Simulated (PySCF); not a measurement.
One of the candidates below gave these computed data.

All candidates are C5H15NSi2.

* Rotational structure: rotational constants A, B, C: 1.359, 1.223, 0.864 GHz [GFN2-xTB]
* 13C NMR: chemical shifts (computed TMS as zero) by class: 149.6 (1 C), 120.2 (1 C), 56.0 (1 C), -0.3 (2 C) ppm [GIAO PBE0/pcSseg-1]
* 1H NMR: chemical shifts (computed TMS as zero) by class: 6.37 (1 H), 5.33 (1 H), 5.27 (1 H), 4.97 (1 H), 4.77 (3 H), 3.57 (2 H), 0.19 (6 H) ppm [GIAO PBE0/pcSseg-1]
* NMR, other nuclei: isotropic shieldings of nuclei other than C and H, by class: 239 (1 N), 353 (1 Si), 399 (1 Si) ppm [GIAO PBE0/pcSseg-1]
* Dipole: 0.96 D [PBE0/pcSseg-1]

Gas-phase values; electronic properties from PySCF, density fitting. Levels stand in brackets. The structure is a single GFN2-xTB conformer in the gas phase; no vibrational or solvent corrections. NMR classes are plain means over equivalent atoms (diastereotopic ones count apart unless rotation or inversion swaps them), as if these changed places fast.

Task: Which candidate is it?
A. `CCN[Si@H]1C[Si@H](C)C1`
B. `C=CN([SiH3])[C@@H](C)C[SiH3]`
C. `C=CCN([SiH3])[SiH](C)C`

Result: C. It is `C=CCN([SiH3])[SiH](C)C`. Numbering: `[CH2:1]=[CH:2][CH2:3][N:4]([SiH3:5])[SiH:6]([CH3:7])[CH3:8]`. Its formula, C5H15NSi2, gives 1 degree of unsaturation: 0 rings and 1 π bond in the structure found. 5 carbons fall into 4 classes; from least to most shielded: alkene CH carbon [C2] (149.6 ppm), terminal =CH2 carbon [C1] (120.2 ppm), sp3 carbon bound to nitrogen [C3] (56.0 ppm), Si-methyl carbon [C7/C8] (-0.3 ppm, 2 C, up to 4.5 ppm apart in this geometry). Hydrogen classes from least to most shielded: 1 H on an alkene CH carbon, C2 (6.37 ppm), 1 H on a terminal =CH2 carbon, C1 (5.33 ppm), 1 H on a terminal =CH2 carbon, C1 (5.27 ppm), 1 H on an SiH silicon, Si6 (4.97 ppm), 3 H on an SiH3 silicon, Si5 (4.77 ppm), 2 H on an sp3 carbon bound to nitrogen, C3 (3.57 ppm), 6 H on 2 Si-methyl carbons, C7/C8 (0.19 ppm, a mean of values up to 0.7 ppm apart in this geometry). The other shieldings belong to: 239 ppm, nitrogen bridging silicon atoms [N4]; 353 ppm, SiH silicon [Si6]; 399 ppm, SiH3 silicon [Si5]. The optimised geometry has point group C1 and is an asymmetric top.

The others, at the same levels:
- `CCN[Si@H]1C[Si@H](C)C1` fails: its computed 13C shifts are 40.2 (1 C), 22.4 (1 C), 2.4 (2 C), 0.3 (1 C) ppm, 1H shifts are 5.89 (1 H), 5.12 (1 H), 2.96 (2 H), 1.08 (3 H), 0.43 (2 H), 0.32 (1 H), 0.29 (3 H), 0.17 (2 H) ppm and rotational constant A is 4.042 GHz (against 1.359 GHz).
- `C=CN([SiH3])[C@@H](C)C[SiH3]` fails: it has 5 carbon classes against 4; its computed 13C shifts are 142.7 (1 C), 91.0 (1 C), 58.6 (1 C), 27.8 (1 C), 21.4 (1 C) ppm, 1H shifts are 6.44 (1 H), 4.71 (3 H), 4.34 (1 H), 4.05 (1 H), 3.75 (3 H), 3.21 (1 H), 1.28 (3 H), 1.23 (1 H), 0.87 (1 H) ppm and rotational constant A is 1.504 GHz (against 1.359 GHz).

Each candidate is one conformer, not necessarily the lowest. The conformers computed, where there is a choice (atom-mapped SMILES and torsion angles):
- `[CH2:1]=[CH:2][CH2:3][N:4]([SiH3:5])[SiH:6]([CH3:7])[CH3:8]`: C1–C2–C3–N4 -125°, C2–C3–N4–Si5 -86°, C3–N4–Si6–C7 35°
- `[CH3:1][CH2:2][NH:3][Si@H:4]1[CH2:5][Si@H:6]([CH3:7])[CH2:8]1`: C1–C2–N3–Si4 -80°, C2–N3–Si4–C5 -167°
- `[CH2:1]=[CH:2][N:3]([SiH3:4])[C@@H:5]([CH3:6])[CH2:7][SiH3:8]`: C1–C2–N3–Si4 5°, C2–N3–C5–C6 -67°, N3–C5–C7–Si8 52°
